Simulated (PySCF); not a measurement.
Working with the constants of GeAs

PBE0 constants of GeAs, ²Π (doublet), unpaired electrons π ↑ (PySCF, scalar-relativistic core potentials, basis sets Ge cc-pVTZ-PP with ECP10, As cc-pVTZ-PP with ECP10; masses 73.9212 and 74.9216 u):

```
ωe              : 356.7 cm⁻¹
ωexe            : 1.08 cm⁻¹
Be              : 0.090063 cm⁻¹
αe              : 0.000280 cm⁻¹
D (centrifugal) : 2.3e-08 cm⁻¹
De to Ge + As   : 2.98 eV
```

Task: Give the vibrational terms G(v) and spacings up to v = 3.

Result: G(v) = ωe(v+½) − ωexe(v+½)².

```
v  G(v) (cm⁻¹)  G(v) − G(v−1)  Bv (cm⁻¹)
0          178                   0.08992
1          533            355    0.08964
2          885            352    0.08936
3         1235            350    0.08908
```

Task: How well does the Morse estimate ωe²/(4ωexe) reproduce De, and what is D0?

Result: It gives 3.65 eV, 123 % of the computed De. D0 = De − G(0) = 2.98 − 0.02 = 2.96 eV.

Spin–orbit coupling is left out. The state is the lowest determinant that a PBE0 search found; another state may lie lower at other levels.
